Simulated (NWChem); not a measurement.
BSiH5O; SMILES OB[SiH3]

```xyz
8

B     -0.5814    -0.7754     0.0007
H     -1.7651    -1.0401    -0.0009
O      0.2432    -1.8411    -0.0001
H      1.1798    -1.6135     0.0022
Si     0.0620     1.1593     0.0002
H     -0.4754     1.9029     1.1848
H     -0.4069     1.8735    -1.2311
H      1.5616     1.2534     0.0401
```
Atoms are numbered in this order, from 1.

Program: NWChem. Pople sets run with spherical d functions. Structure relaxed at the PBE0/def2-SVP level.

For level RPBE/6-31G*:

```yaml
highest occupied level (eV): -6.38
orbital gap (eV): 4.69
```

**Question.** How do the values read with level B3LYP/6-31G* instead?

**Answer.** 
| Property | Value |
|---|---|
| highest occupied level (eV) | -7.48 |
| orbital gap (eV) | 6.52 |
